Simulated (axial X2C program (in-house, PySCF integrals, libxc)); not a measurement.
# CsC: cheaper levels and CCSD(T), two-component

Calculated with an axial X2C code built on PySCF integrals. Two-component (2c) means X2C with spin–orbit coupling and atomic mean-field two-electron Coulomb and Gaunt terms. Basis: Cs dyall-cv3z [15s15p9d4f1g], C dyall-v3z [7s6p2d1f] (cores contracted in-house); Gaussian nuclei, density fitting, unrestricted open shells. Masses: Cs 132.905 u, C 12.000 u.

State: Ω = 3/2 (⟨Sz⟩ = 1.50, ⟨Lz⟩ = 0.00 at HF); fragments Cs + C.

```csv
level,Re (Å),ωe (cm⁻¹),De (eV)
PBE0,2.707,311.2,2.45
HF,2.834,297.2,1.61
MP2,2.742,310.8,2.23
CCSD,2.759,306.8,2.11
PBEsol,2.675,312.0,2.72
```

Correlated methods: 13 electrons correlated (number of frozen shells: Cs 4 s, 3 p, 2 d; C 1 s), 267 virtual spin orbitals or spinors in MP2, 90 natural virtuals in coupled cluster.

CCSD(T), same Hamiltonian and basis:

Re = 2.751 Å, ωe = 307.8 cm⁻¹, De = 2.14 eV; T1 = 0.009 (Lee–Taylor normalisation).

Q: Give the differences from CCSD(T) in the columns below.

A: 

| level | ΔRe (Å) | Δωe (cm⁻¹) | ΔDe (eV) |
| --- | --- | --- | --- |
| PBE0 | -0.044 | 3 | 0.31 |
| HF | 0.083 | -11 | -0.53 |
| MP2 | -0.009 | 3 | 0.09 |
| CCSD | 0.008 | -1 | -0.03 |
| PBEsol | -0.076 | 4 | 0.58 |

One determinant describes the state; a PBE0 search over occupations chose it and may have missed a lower one. De is counted from the lowest determinant-based energies of the atoms at the same level, without counterpoise correction. Density functionals use the spin component along the axis (collinear). Coupled cluster ran in a truncated set of natural virtual spinors; the MP2 energy of the rest was added. (T) has no such correction and the atoms are truncated less, which lowers De at CCSD(T) by a hundredth of an eV or more. In 2c an atomic determinant is not the ground J level, so De misses part of the atomic spin–orbit lowering. This holds for PBE0, MP2, CCSD, PBEsol, CCSD(T). The functionals have no current-density term, which raises determinants with orbital currents, atoms included. With several unpaired electrons one determinant need not be a pure state. This is the top spin component of a Σ state; components of lower Ω are not single determinants and can lie lower.
